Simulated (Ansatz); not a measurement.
Coupled-cluster diagnostics for FeBr₂, Ansatz.

Geometry of the quintet (PBE-D4/def2-TZVP):

```xyz
3

Fe   -0.001    0.000   -0.001
Br   -0.318    2.207   -0.419
Br    0.318   -2.207    0.420
```

Correlated methods freeze 23 core orbitals; core or outer-core shells of Fe, Br are correlated, in sets that lack core-valence functions.

**Question.** Estimate the CCSD(T) correlation energy, the shares of MP2 and (T), T1 and the reference's ⟨S²⟩ for: charge 0, quintet, own geometry in def2-SVP; and the rough time on 2 threads of Intel Xeon Platinum 8375C on a shared host.

**Answer.** 
```tsv
state	basis	correlation (eV)	MP2 share (%)	(T) share (%)	T1	⟨S²⟩ (pure)	wall time
charge 0, quintet, own geometry	def2-SVP	-20.013	96.1	2.1	0.014	6.02 (6.00)	79 s
```
Customary marks for T1 are 0.02 (closed shells), 0.045 (open shells) and about 0.05 (3d metals). T1 stays under 0.02 throughout.
